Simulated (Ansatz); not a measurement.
Geometry optimisation, RKS B3LYP-D4/def2-SVP in Ansatz.

input.yaml

```yaml
crystal:
  periodic: [false, false, false]
  atoms:
    - { symbol: B, position_ang: [-0.015285, 0.096843, 0.043369] }
    - { symbol: O, position_ang: [-0.475101, -0.939955, 0.82463] }
    - { symbol: H, position_ang: [-1.351982, -1.25039, 0.558168] }
    - { symbol: O, position_ang: [1.27837, 0.55792, 0.336643] }
    - { symbol: H, position_ang: [1.773662, -0.082654, 0.878826] }
    - { symbol: H, position_ang: [-0.614397, 0.585378, -0.871833] }
    - { symbol: O, position_ang: [-0.635561, 1.644555, 2.040062] }
    - { symbol: Al, position_ang: [1.048829, 2.091444, 1.73952] }
    - { symbol: H, position_ang: [2.183106, 1.462099, 2.674343] }
    - { symbol: H, position_ang: [1.232237, 3.470817, 0.990354] }
    - { symbol: H, position_ang: [-0.810478, 0.706242, 2.280819] }
basis:
  gaussian: { orbitals: def2-SVP }
hamiltonian:
  xc: b3lyp
  dispersion: d4
relax:
  f_tol: 0.03
  max_steps: 50
```

Run as:

```bash
$ ansatz run input.yaml --threads 2 --pin off --max-ram 3072MiB --backend cpu --events-out ev --progress --plain --runs-dir out
```

**Question.** Where does it end, and by what steps?

**Answer.** It converged. After 17 steps the energy has fallen by 0.608 eV; O7 moved furthest, 0.57 Å. Joined: B1–O7 (2.60 → 1.57 Å).

```
step  energy less start (eV)  largest force component (eV/Å)  accepted
   0                  0.0000                           1.060       yes
   1                 -0.0798                           1.559       yes
   2                 -0.1042                           1.692       yes
   3                 -0.2003                           0.689       yes
   4                 -0.2262                           0.197       yes
   5                 -0.2381                           0.180       yes
   6                 -0.2479                           0.266       yes
   7                 -0.2666                           0.454       yes
   8                 -0.3541                           0.907       yes
   9                 -0.3877                           2.108       yes
  10                 -0.5266                           0.803       yes
  11                 -0.5718                           0.454       yes
  12                 -0.5953                           0.215       yes
  13                 -0.6037                           0.134       yes
  14                 -0.6065                           0.099       yes
  15                 -0.6077                           0.054       yes
  16                 -0.6083                           0.034       yes
  17                 -0.6084                           0.029       yes
```

```xyz
11
Properties=species:S:1:pos:R:3
B -0.267 0.329 0.434
O -0.425 -0.943 1.005
H -1.014 -1.503 0.491
O 1.263 0.658 0.307
H 1.777 -0.158 0.381
H -0.854 0.590 -0.597
O -0.535 1.427 1.525
Al 1.262 1.988 1.644
H 1.946 1.486 2.984
H 1.470 3.435 1.052
H -1.010 1.032 2.269
```

Whether the end is a true minimum wasn't checked by a vibrational analysis.

The run took 47 s on 2 threads of Arm Neoverse V2 (shared host), peak memory 0.21 GiB.
